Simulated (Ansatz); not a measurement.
Cl$_{4}$Ge, triplet, at a GFN2-xTB geometry (a higher spin typed on purpose: for a closed-shell molecule this is an excited state); CAM-B3LYP/pcseg-1 (Ansatz, a first-principles code).

The Ansatz input:
Ansatz 0.2 input:
```yaml
crystal:
  periodic: [false, false, false]
  atoms:
    - {symbol: Cl, position_ang: [-0.55196530, -1.48824049, -1.97305168]}
    - {symbol: Ge, position_ang: [-0.28089469, -0.23175313, 0.12175552]}
    - {symbol: Cl, position_ang: [1.94101718, -0.52392143, 0.20795236]}
    - {symbol: Cl, position_ang: [-0.42264221, 1.77666194, -0.86610129]}
    - {symbol: Cl, position_ang: [-0.43766672, 0.67174117, 2.40201375]}
basis:
  gaussian:
    orbitals: pcseg-1.json
    symmetry_tolerance_ang: 0.01
hamiltonian:
  xc: cam_b3lyp
magnetization: {spin_polarized: true, initial_magnetization: 2}
```
The basis file holds pcseg-1 in the JSON format of the Basis Set Exchange.

### Question
Predict the main parts of the log of this Ansatz run.

### Answer

```
Functional definition: CAM-B3LYP
907 factors; integrals over basis functions are off by at most 4.9e-4 eV
295 factors; integrals over basis functions are off by at most 6.1e-6 eV
mean field evaluation 1: about -106604.0735 eV, gradient 1.5e1 eV
mean field evaluation 2: about -106604.0013 eV, gradient 1.7e1 eV
mean field evaluation 4: about -106605.6482 eV, gradient 7.9e-1 eV
mean field evaluation 8: about -106605.7085 eV, gradient 1.3e-1 eV
mean field evaluation 16: about -106605.7095 eV, gradient 1.6e-3 eV
mean field evaluation 32: about -106605.7344 eV, gradient 1.7e-5 eV
mean field evaluation 64: about -106605.7165 eV, gradient 1.2e0 eV
mean field -106605.73435223 eV, -3917.6884774823 hartree, gradient 2.8e-6 eV, S^2 2.013359; 6 other end points of the search recorded, 0 dependent functions left out
reference -106605.73447430 eV, -3917.6884819682 hartree; 51, 49 occupied and 48, 50 virtual orbitals, 907 factors
Total energy: -106605.73447430 eV, -3917.6884819682 hartree
```
